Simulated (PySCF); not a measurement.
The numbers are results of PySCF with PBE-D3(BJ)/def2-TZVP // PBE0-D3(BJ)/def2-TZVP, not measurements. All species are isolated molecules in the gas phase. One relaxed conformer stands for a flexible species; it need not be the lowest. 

Reference species (SMILES): `[AlH2][SH]` (neutral, multiplicity 1).

| Property | Value |
|---|---|
| HOMO | -6.69 eV |
| HOMO–LUMO gap | 4.54 eV |

Changed species: `[AlH3]` (0 of 3 H replaced by SH; the reference has 1 of 3 H replaced by SH).

Q: Give the shifts of the HOMO and HOMO–LUMO gap.

A: the HOMO falls by 0.61 eV, to -7.30 eV; the HOMO–LUMO gap increases by 0.23 eV, to 4.77 eV.
